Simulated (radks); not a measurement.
Isoelectronic series with 10 electrons, each ion in its NIST ground configuration. All-electron calculation, Dirac Kohn-Sham, BLYP, spin-unpolarised, spherical densities, finite nucleus; Fermi nuclear charge, rms radius of each element as measured or else 0.836 A^(1/3) + 0.57 fm. Program: a radial shooting solver on a logarithmic mesh with Libxc functionals. Total energies (hartree) and orbital eigenvalues (Ry):

| ion | configuration | E (hartree) | 2p3/2 | 2p1/2 | 2s1/2 |
|---|---|---|---|---|---|
| Ne | [Ne] | -129.12034 | -0.97910 | -0.98676 | -2.66684 |
| Mg2+ | [Ne] | -199.56871 | -4.89769 | -4.91920 | -7.33648 |
| Al3+ | [Ne] | -240.86784 | -7.64551 | -7.67854 | -10.47246 |
| Si4+ | [Ne] | -286.21649 | -10.90540 | -10.95402 | -14.12755 |
| P5+ | [Ne] | -335.61847 | -14.67342 | -14.74257 | -18.29800 |
| S6+ | [Ne] | -389.07927 | -18.94729 | -19.04286 | -22.98211 |
| Cl7+ | [Ne] | -446.60562 | -23.72562 | -23.85453 | -28.17934 |
| Ar8+ | [Ne] | -508.20529 | -29.00750 | -29.17779 | -33.88979 |
| K9+ | [Ne] | -573.88690 | -34.79235 | -35.01329 | -40.11408 |
| Ca10+ | [Ne] | -643.65985 | -41.07981 | -41.36195 | -46.85314 |
| Sc11+ | [Ne] | -717.53429 | -47.86967 | -48.22497 | -54.10818 |
| Ti12+ | [Ne] | -795.52116 | -55.16183 | -55.60371 | -61.88064 |
| V13+ | [Ne] | -877.63211 | -62.95628 | -63.49977 | -70.17215 |
| Cr14+ | [Ne] | -963.87939 | -71.25307 | -71.91486 | -78.98451 |
| Mn15+ | [Ne] | -1054.27604 | -80.05232 | -80.85087 | -88.31968 |
| Fe16+ | [Ne] | -1148.83590 | -89.35419 | -90.30985 | -98.17980 |
